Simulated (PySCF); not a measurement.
## C₆ coefficients of unlike pairs at BHandHLYP

Calculated with PySCF 2.14 from the dipole response of each species, C₆(A,B) = (3/π) ∫ α_A(iu) α_B(iu) du, in atomic units, from isotropic polarisabilities. For ions this is the dispersion term alone; charge-induced terms of lower order in 1/R come first.

```json
{"species": "Br", "configuration": "[Ar] 3d10 4s2 4p5 (2P)", "basis": "aug-cc-pV5Z-PP with ECP10MDF (8s7p6d4f3g2h)", "relativity": "core potential", "α (bohr³)": "21.05", "C₆ (like pair)": "168.5"}
{"species": "W³⁺", "configuration": "[Xe] 4f14 5d3 (4F)", "basis": "def2-QZVPPD with the def2 core potential (60 electrons) (7s6p4d3f2g)", "relativity": "core potential", "α (bohr³)": "7.219", "C₆ (like pair)": "35.71"}
{"species": "Ir", "configuration": "[Xe] 4f14 5d7 6s2 (4F)", "basis": "aug-cc-pVTZ-PP with ECP60MDF (6s6p5d3f2g)", "relativity": "core potential", "α (bohr³)": "51.46", "C₆ (like pair)": "561.7"}
{"species": "Zn⁺", "configuration": "[Ar] 3d10 4s1 (2S)", "basis": "aug-cc-pVDZ-PP with ECP10MDF (5s5p4d2f)", "relativity": "core potential", "α (bohr³)": "19.88", "C₆ (like pair)": "82.41"}
```

**Question.** Estimate C₆ for Zn⁺ with W³⁺.

**Answer.** The integral gives 47.86. The combination rule 2 C_A C_B / (C_A α_B/α_A + C_B α_A/α_B) gives 45.88 and the geometric mean 54.25.

No spin-orbit coupling is included.

The other pairs:

```csv
pair,C₆
"Ir, W³⁺",126.6
"Ir, Br",300.3
"W³⁺, Br",74.01
"Zn⁺, Br",114.0
"Zn⁺, Ir",214.7
```
